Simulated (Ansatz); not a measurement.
Z-matrix (Å, degrees):
```
C
C 1 1.334
F 1 1.328 2 123.9
H 1 1.084 2 122.3 3 -180.0
Al 2 1.948 1 120.0 3 -180.0
F 2 1.351 1 118.0 3 0.0
H 5 1.583 2 115.1 1 -0.0
H 5 1.579 2 120.6 1 180.0
```

Total charge 0; spin multiplicity 1.

(1) List the r2SCAN/def2-TZVPP orbital energies in eV (Ansatz). (Estimate.)

Answers

(1) The calculation gave: Occupied: -1517.29, -667.18, -666.67, -275.68, -274.95, -110.82, -71.19, -70.93, -70.91, -32.93, -32.18, -20.18, -15.84, -14.15, -13.57, -12.27, -11.72, -11.26, -10.19, -9.82, -7.93, -7.72, -6.67. Lowest empty: -2.40, -0.18, -0.03, 0.68, 0.77, 2.23, 3.26, 3.45.
